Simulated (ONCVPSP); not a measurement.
Configuration tests for manganese (ONCV)

| Quantity | Value |
| --- | --- |
| Element | manganese |
| Generator | ONCVPSP 4.0.1 |
| Type | optimised norm-conserving Vanderbilt (ONCV) |
| Functional | PBE |
| Relativity | scalar-relativistic |
| Frozen core | [Ne] |
| Valence charge | 15 |
| Reference configuration | 3s2 3p6 3d5 4s1.5 (charge +0.5) |
| Partial waves | 3s+4s: rc 1.15 bohr, ncon 4, nbas 8, qcut 13.2 1/bohr, 2 projectors; 3p: rc 1.40 bohr, ncon 3, nbas 6, qcut 9.1 1/bohr, 2 projectors, debl 2 Ha; 3d: rc 1.45 bohr, ncon 4, nbas 9, qcut 9.4 1/bohr, 1 projector |
| Local potential | polynomial inside 0.90 bohr (lpopt 2, dvloc0 1 Ha) |
| Core correction | Teter function, fcfact 5.25, rcfact 1.35 |

In the p channel the program set the typed energies aside and used -2.151, 0.250 Ha.

Energies are relative to the spin-unpolarised reference configuration 3s2 3p6 3d5 4s1.5; without spin polarisation the order of configurations can differ from experiment.

```
valence configuration  charge  ΔE all-electron (eV)  error AE − PS (meV)
      3s2 3p6 3d5 4s0      +2                20.654                 +1.8
  3s2 3p6 3d5 4s0 4p1      +1                 9.796                 +0.7
```

Task: What are ΔE and the potential's error for 3s2 3p6 3d5 4s2?

Result: ΔE = -3.361 eV all-electron; the error (AE − PS) is +0.4 meV.

Task: What are ΔE and the potential's error for 3s2 3p6 3d5 4s1?

Result: ΔE = 5.056 eV all-electron; the error (AE − PS) is 0.0 meV.

Levels in the configuration 3s2 3p6 3d5 4s0 4p1:

```tsv
level	all-electron (eV)	pseudo (eV)
3s	-95.514	-95.519
3p	-64.239	-64.242
3d	-16.239	-16.250
4p	-7.900	-7.899
```
